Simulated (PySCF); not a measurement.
# Ti (titanium, neutral) across methods

[Ar] 3d2 4s2, high-spin 3F determinant. Calculation: PySCF 2.14, in x2c-TZVPPall with one added diffuse shell each of s, p, d, f type (7s6p5d3f1g, 80 functions); the spin-free X2C one-electron Hamiltonian (Gaussian nucleus).

| method | E (hartree) | mean ε 3d α (eV) | mean ε 4s α (eV) | mean ε 4s β (eV) | Σ⟨r²⟩ (bohr²) | ⟨S²⟩ |
| --- | --- | --- | --- | --- | --- | --- |
| TPSS | -853.729 | -5.416 | -4.654 | -4.122 | 47.41 | 2.004 |
| UHF | -852.73929 | -11.938 | -6.375 | -5.752 | 49.90 | 2.008 |
| PBE0 | -853.507 | -6.909 | -5.213 | -4.756 | 47.37 | 2.003 |
| wB97X | -853.709 | -9.242 | -6.876 | -6.639 | 47.04 | 2.001 |
| MN15 | -854.035 | -7.370 | -5.718 | -5.361 | 47.84 | 2.001 |
| LDA | -851.603 | -5.160 | -4.780 | -4.298 | 46.74 | 2.003 |
| PBE | -853.475 | -5.187 | -4.625 | -4.163 | 47.25 | 2.003 |
| r2SCAN | -853.659 | -5.748 | -4.760 | -4.223 | 47.66 | 2.011 |

Q: Estimate the same row for B97-3.

A: E (hartree) = -853.606; mean ε 3d α (eV) = -6.951; mean ε 4s α (eV) = -5.093; mean ε 4s β (eV) = -4.731; Σ⟨r²⟩ (bohr²) = 47.41; ⟨S²⟩ = 2.002.
